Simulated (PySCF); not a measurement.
## How methods differ on the ionisation energy of Sb²⁸⁺

Sb²⁸⁺ [Ar] 3d5 [3d3/2^4 3d5/2^1, M_J = 5/2] → Sb²⁹⁺ [Ar] 3d4 [3d3/2^4, M_J = 0], as a difference of total energies. All numbers are calculated (PySCF 2.14, the two-component X2C-1e Hamiltonian, in an uncontracted even-tempered set (16 s from 4.3 bohr⁻², ratio 2.8; 12 p from 5.6 bohr⁻², ratio 2.8; 8 d from 5.6 bohr⁻², ratio 2.8; 3 f from 20 bohr⁻², ratio 3)). Correlated levels: [Ne] frozen; the 74 highest virtual spinors dropped. "Screened" scales the spin-orbit matrix elements by Boettger's factors to mimic the two-electron term; Breit and QED terms are absent.

```
          method  ionisation energy (eV)
 GHF (spin-free)                  1618.7
GMP2 (spin-free)                  1618.8
```

Breit and QED terms and the two-electron picture change are absent.

The spin-free rows relax to the high-spin LS determinant and lack the spin-orbit shift.

The labels give the starting determinants; with spin-orbit coupling the two ends relaxed to ⟨J²⟩ = 0.47, ⟨L²⟩ = 3.11, ⟨S²⟩ = 3.11.

The determinant of Sb²⁸⁺ and of Sb²⁹⁺ mixes levels of different J (the jj label is only the starting occupation), so the difference between spin-free and spin-orbit rows is not the physical spin-orbit shift.

For comparison: 1606 ± 4 eV (theoretical estimate listed by NIST; NIST Atomic Spectra Database, ionization energies).
